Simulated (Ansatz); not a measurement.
Ansatz (a program for electronic structure) input (wB97M-V/def2-TZVPD):

Ansatz 0.2 input:
```yaml
crystal:
  periodic: [false, false, false]
  atoms:
    - {symbol: O, position_ang: [-0.00000000, -0.00000000, -1.33415556]}
    - {symbol: Se, position_ang: [0.00000000, 0.00000000, 0.31391896]}
basis:
  gaussian:
    orbitals: def2-TZVPD
hamiltonian:
  xc: {name: wB97M-V}
magnetization: {spin_polarized: true, initial_magnetization: 2}
output: {forces: true}
```

End of the output:

```
integrals: 0.04 GiB planned
621 factors; their error is unknown
integrals: 0.07 GiB planned
135 factors; integrals over basis functions are off by at most 6.0e-5 eV
mean field: 0.54 GiB planned
mean field evaluation 1: about -67387.5168 eV, gradient 3.3e1 eV
mean field evaluation 2: about -67376.8748 eV, gradient 6.3e1 eV
mean field evaluation 4: about -67391.5826 eV, gradient 9.7e-1 eV
mean field evaluation 8: about -67391.5908 eV, gradient 7.7e-2 eV
mean field evaluation 16: about -67391.7643 eV, gradient 3.1e-5 eV
mean field -67391.76427548 eV, -2476.6016573452 hartree, gradient 3.0e-5 eV, S^2 2.010366; 0 other end points of the search recorded, 0 dependent functions left out
the calculation of the forces begins
reference -67391.76433028 eV, -2476.6016593591 hartree; 22, 20 occupied and 75, 77 virtual orbitals, 621 factors
Total energy: -67391.76433028 eV, -2476.6016593591 hartree
Atom 0 at    -0.000000    -0.000000    -1.334156 Å, force     0.000000    -0.000000     0.815069 eV/Å
Atom 1 at     0.000000     0.000000     0.313919 Å, force    -0.000000    -0.000000    -0.815069 eV/Å
Dipole moment:    -0.000000    -0.000000     0.471719 e Å
```
